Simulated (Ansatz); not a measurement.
B₈⁺, 8 atoms. Hardware: 4 threads of Intel Xeon Platinum 8488C on a shared host.

Correlated methods freeze 8 core orbitals. In CCSD on the charge 1 doublet the largest single amplitude is 0.31, so its Hartree–Fock determinant may place the open shell otherwise than the density functionals do.

**Question.** How many basis functions does each of these Ansatz runs have, and roughly what does it cost? PBE0-D4/def2-SVP, charge 1 doublet, energy, from earlier orbitals; BLYP-D4/def2-TZVP, charge 1 doublet, energy, from earlier orbitals; PBE-D4/def2-SVP, charge 1 doublet, relaxation, 15 steps; CAM-B3LYP-D4/def2-TZVP, charge 1 doublet, energy, from earlier orbitals; r2SCAN-D4/def2-TZVP, charge 1 doublet, energy, from earlier orbitals; PBE-D4/def2-SVP, charge 1 doublet, energy, from earlier orbitals; PBE-D4/def2-SVP, charge 1 doublet, energy with a search over starts; B2PLYP/def2-TZVP, charge 1 doublet, energy, from earlier orbitals; PBE-D4/def2-TZVP, charge 1 doublet, energy and forces, from earlier orbitals; MP2/def2-TZVP, charge 1 doublet, energy, from earlier orbitals; PBE0-D4/def2-TZVP, charge 1 doublet, energy, from earlier orbitals; CCSD(T)/def2-SVP, charge 1 doublet, energy, from earlier orbitals.

**Answer.** Other jobs shared the machine, so times can vary by a factor of up to 3. A dash marks memory too small to be measured apart from the calling script's.

| run | functions | fitting or Cholesky vectors | wall time | peak host memory (GiB) |
| --- | --- | --- | --- | --- |
| PBE-D4/def2-SVP, charge 1 doublet, energy, from earlier orbitals | 112 | 1232 | 1.2 s | – |
| PBE0-D4/def2-SVP, charge 1 doublet, energy, from earlier orbitals | 112 | 1232 | 1.8 s | – |
| PBE-D4/def2-TZVP, charge 1 doublet, energy and forces, from earlier orbitals | 248 | 1352 | 3.1 s | – |
| BLYP-D4/def2-TZVP, charge 1 doublet, energy, from earlier orbitals | 248 | 1352 | 3.5 s | – |
| PBE-D4/def2-SVP, charge 1 doublet, energy with a search over starts | 112 | 1232 | 3.7 s | – |
| r2SCAN-D4/def2-TZVP, charge 1 doublet, energy, from earlier orbitals | 248 | 1352 | 4.9 s | – |
| PBE0-D4/def2-TZVP, charge 1 doublet, energy, from earlier orbitals | 248 | 1352 | 4.9 s | 0.82 |
| B2PLYP/def2-TZVP, charge 1 doublet, energy, from earlier orbitals | 248 | 1558 | 7.5 s | 0.82 |
| CAM-B3LYP-D4/def2-TZVP, charge 1 doublet, energy, from earlier orbitals | 248 | 1352 | 11 s | 1.2 |
| PBE-D4/def2-SVP, charge 1 doublet, relaxation, 15 steps | 112 | 1232 | 12 s | – |
| CCSD(T)/def2-SVP, charge 1 doublet, energy, from earlier orbitals | 112 | 1152 | 17 s | 1.1 |
| MP2/def2-TZVP, charge 1 doublet, energy, from earlier orbitals | 248 | 1558 | 27 s | 0.8 |
